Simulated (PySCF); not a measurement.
# Nuclear quadrupole coupling in `CN(C)Bc1ccccc1`

C8H12BN.
Structure used (PBE0-D3(BJ)/def2-SVP), in Å, numbered top down from 1:
```
atom  x, y, z in Å
C1    -3.2717   -0.5466   -0.1037
N2    -1.9117   -0.0856    0.0551
C3    -1.8269    1.2052    0.6977
B4    -0.8199   -0.8640   -0.3456
C5     0.6829   -0.4179   -0.2651
C6     1.6379   -1.3500    0.1769
C7     2.9890   -1.0229    0.2675
C8     3.4251    0.2445   -0.1176
C9     2.5029    1.1772   -0.5901
C10    1.1497    0.8496   -0.6555
H11   -3.7860   -0.6143    0.8721
H12   -3.2807   -1.5370   -0.5748
H13   -3.8560    0.1467   -0.7353
H14   -2.3912    1.1991    1.6471
H15   -2.2587    2.0025    0.0659
H16   -0.7848    1.4608    0.9210
H17   -1.0739   -1.9739   -0.7672
H18    1.3110   -2.3558    0.4570
H19    3.7080   -1.7630    0.6282
H20    4.4857    0.5020   -0.0588
H21    2.8408    2.1662   -0.9104
H22    0.4455    1.5929   -1.0399
```

Field gradients from the PBE0/pcSseg-1 density (PySCF, non-relativistic), principal values in atomic units, ordered |Vxx| ≤ |Vyy| ≤ |Vzz|:

| atom | Vxx | Vyy | Vzz |
| --- | --- | --- | --- |
| N2 | 0.0625 | 0.5993 | -0.6619 |
| B4 | -0.1661 | -0.2190 | 0.3851 |

**Question.** Find the asymmetry η = (Vxx − Vyy)/Vzz and the couplings χ = eQV/h (234.96 MHz × Q in barn × V in au), with Q(14N) = 0.02044 b, Q(11B) = 0.04059 b.

**Answer.** 
```csv
atom,environment,nucleus,η,χzz (MHz),χxx (MHz),χyy (MHz)
N2,boron-bound nitrogen,14N,0.81,-3.179,0.300,2.878
B4,three-coordinate boron,11B,0.14,3.673,-1.584,-2.088
```

**Question.** What is Vzz at B4 in SI units (1 au = 9.71736 × 10²¹ V/m²)?

**Answer.** 0.3851 au = 3.742 × 10²¹ V/m².

**Question.** What couplings would deuterons (Q(2H) = 0.00286 b) have in place of the hydrogens, at this geometry?

**Answer.** 
```csv
atom,bonded to,bond length (Å),Vzz (au),η,χzz (kHz)
H11,C1,1.105,0.2791,0.07,188
H12,C1,1.097,0.2909,0.06,196
H13,C1,1.105,0.2793,0.06,188
H14,C3,1.104,0.2800,0.07,188
H15,C3,1.105,0.2799,0.06,188
H16,C3,1.096,0.2885,0.06,194
H17,B4,1.214,0.1963,0.03,132
H18,C6,1.094,0.3007,0.06,202
H19,C7,1.093,0.3040,0.06,204
H20,C8,1.093,0.3042,0.06,204
H21,C9,1.093,0.3042,0.07,204
H22,C10,1.094,0.3022,0.06,203
```

The structure is a single PBE0-D3(BJ)/def2-SVP conformer in the gas phase; no vibrational or solvent corrections. A larger basis could move these couplings by a tenth or more.
